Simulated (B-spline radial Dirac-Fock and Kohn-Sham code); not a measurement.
Core-level shifts of titanium with charge state

The computed values come from an atomic code on a B-spline grid: ΔSCF Dirac-Fock with Breit, self-energy and vacuum polarisation, finite nucleus, configuration average. Each ion is free and in its tabulated ground configuration. Correlation energy is missing from these numbers.

Reference: Ti¹⁷⁺, [He] 2s2 2p1, with 1s 5892.4 eV. Shifts from it, in eV (a dash: the subshell is empty, belongs to an open shell averaged over j, or its hole state is left out as unreliable):

| ion | configuration | 1s |
| --- | --- | --- |
| Ti¹⁸⁺ | [He] 2s2 | +127.5 |
| Ti¹⁹⁺ | [He] 2s1 | – |
| Ti²⁰⁺ | 1s2 | ? |
| Ti²¹⁺ | 1s1 | +733.5 |

Question: Give the missing shifts for Ti²⁰⁺.

Answer: 1s +355.3 (eV).
